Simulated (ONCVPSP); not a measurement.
**tellurium: one change to an ONCV potential, before and after**

```json
{
  "Element": "Te (Z = 52)",
  "Generator": "ONCVPSP 4.0.1",
  "Type": "optimised norm-conserving Vanderbilt (ONCV)",
  "Functional": "PBEsol",
  "Relativity": "scalar-relativistic",
  "Frozen core": "[Kr] 4d10",
  "Valence charge": "6",
  "Reference configuration": "5s1 5p5",
  "Partial waves": "5s: rc 1.60 bohr, ncon 5, nbas 8, qcut 3.6 1/bohr, 2 projectors, debl 1.1 Ha; 5p: rc 2.30 bohr, ncon 4, nbas 9, qcut 3.6 1/bohr, 2 projectors, debl 1 Ha; d scattering state at 0.15 Ha: rc 2.20 bohr, ncon 4, nbas 7, qcut 4.8 1/bohr, 1 projector",
  "Local potential": "polynomial inside 1.05 bohr (lpopt 5, dvloc0 3 Ha)",
  "Core correction": "polynomial model core, fcfact 0.75"
}
```

All-electron outer shells of the reference configuration (PBEsol, scalar-relativistic, ld1.x):

```tsv
shell	level (eV)	outermost node (bohr)	outermost maximum (bohr)
4p	-115.63	0.38	0.74
4d	-42.93	0.36	0.81
5s	-15.90	0.91	1.77
5p	-6.52	1.00	2.14
```

Change: local potential polynomial inside 1.05 bohr (lpopt 5, dvloc0 -2.5 Ha).

Cutoffs: the cutoffs (Ha) at which the residual kinetic energy of the hardest occupied pseudo-wave falls to 1 and 0.1 mHa per electron; they do not see the model core or the augmentation charge, which bear on the density cutoff. Errors are all-electron minus pseudo energies relative to the spin-unpolarised reference configuration.

**Question.** Predict the effect on cutoff, ghosts and configuration errors.

**Answer.** The potential gets neither clearly harder nor softer (60 Ha and 69 Ha → 60 Ha and 69 Ha); the bound ghosts move from s to d, p, s; the lowest positive-energy flag moves from p at 13.1 eV to none; the errors of the 4 common tests hardly move; the range in which the p phases agree narrows (upper end at the end of the scan → 2.8); the range in which the d phases agree widens (upper end 0.3 → 3.5). In the separable form a ghost depends on how the local part lies against the semilocal potential of the channel, so the choice of the local part can create or remove one.

```csv
quantity,base,changed
"cutoff, loose",60 Ha,60 Ha
"cutoff, tight",69 Ha,69 Ha
bound ghosts,s,"s, p, d"
GHOST(+) flags under 300 eV,p at 13.1 eV,none
"error for 5s2 5p4, meV [ΔE -9.29 eV]",-5.6,-5.9
"error for 5s2 5p3, meV [ΔE 0.47 eV]",-5.1,-5.7
"error for 5s2 5p2, meV [ΔE 18.44 eV]",-21,-22
"error for 5s2 5p3.5, meV [ΔE -5.38 eV]",-4.6,-5.0
s: phases at 1.62 bohr within 0.05 rad from the reference energy up to (Ha; the scan ends near 5),to the end of the scan,to the end of the scan
p: phases at 2.34 bohr within 0.05 rad from the reference energy up to (Ha; the scan ends near 5),to the end of the scan,2.8
d: phases at 2.23 bohr within 0.05 rad from the reference energy up to (Ha; the scan ends near 5),0.3,3.5
"rms error of d²Exc/dni dnj with the model core, mHa",0.10,0.10
```

 A true bound ghost makes a file unfit for plane-wave use even where its test errors are small: the radial tests pick states by their node count and pass the ghost by.
